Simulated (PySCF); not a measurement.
O3Ta, neutral, multiplicity 2. Atoms are numbered in the order given.

```xyz
4

Ta     0.0284     0.1721     0.0000
O      0.7509    -0.5593     1.4269
O     -1.7605    -0.4518     0.0000
O      0.7509    -0.5593    -1.4269
```
Charge 0, spin multiplicity 2.

Geometry: B3LYP-D3(BJ)/def2-TZVP. The multiplicity is an assumed one; other spin states were not compared. The def2 effective core potentials stand for the cores of Ta; spin–orbit coupling is left out.

Calculation: PySCF with B3LYP/def2-TZVPD.

Mulliken values depend strongly on the basis, most of all with diffuse functions as here. ESP charges are fitted to the potential on shells at 1.4 to 2.0 van der Waals radii. Atomic charges (e):

| atom | ESP fit | Mulliken | Mulliken spin |
|---|---|---|---|
| Ta1 | 1.80 | 1.60 | -0.19 |
| O2 | -0.66 | -0.58 | 0.16 |
| O3 | -0.47 | -0.43 | 0.86 |
| O4 | -0.66 | -0.58 | 0.16 |
